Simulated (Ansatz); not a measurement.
The cluster Cr2B2. Charge 0, multiplicity 1. Geometry r2SCAN-D4/def2-SVP.

```xyz
4

Cr   -1.032   -0.621    0.008
Cr   -0.127    0.637   -1.015
B     0.929   -0.594    0.092
B     0.229    0.579    0.915
```

B3LYP takes the VWN-RPA correlation. At PBE-D4/def2-TZVP, PBE0-D4/def2-TZVP the restricted singlet is unstable: a solution with broken spin symmetry lies lower. The restricted singlet is unstable towards broken spin symmetry at other levels; at BLYP-D4/def2-TZVP, B3LYP-D4/def2-TZVP, ωB97X-V/def2-TZVP this wasn't settled. At PBE0-D4/def2-TZVP a triplet of charge 0 lies 4.42 eV below the restricted singlet, each at its own geometry. Another isomer (singlet) lies 0.12 eV lower at PBE0-D4/def2-TZVP.

Q: Estimate the orbital energies around the gap (eV) in Ansatz with PBE-D4/def2-TZVP, BLYP-D4/def2-TZVP, B3LYP-D4/def2-TZVP, PBE0-D4/def2-TZVP, ωB97X-V/def2-TZVP.

A: 
```
orbital  PBE-D4/def2-TZVP  BLYP-D4/def2-TZVP  B3LYP-D4/def2-TZVP  PBE0-D4/def2-TZVP  ωB97X-V/def2-TZVP
 HOMO−5             -6.04              -5.92               -6.96              -7.20              -9.41
 HOMO−4             -5.90              -5.77               -6.72              -7.01              -9.33
 HOMO−3             -5.81              -5.65               -6.61              -6.85              -9.24
 HOMO−2             -5.72              -5.60               -6.50              -6.69              -8.80
 HOMO−1             -4.50              -4.37               -5.23              -5.43              -7.63
   HOMO             -4.20              -4.11               -5.14              -5.34              -7.40
   LUMO             -4.00              -3.92               -3.48              -3.17              -0.72
 LUMO+1             -3.38              -3.27               -2.50              -2.30              -0.29
 LUMO+2             -2.71              -2.65               -2.07              -1.79               0.08
 LUMO+3             -2.71              -2.63               -1.95              -1.68               0.27
 LUMO+4             -2.37              -2.30               -1.64              -1.42               0.55
 LUMO+5             -2.21              -2.16               -1.59              -1.34               0.83
```
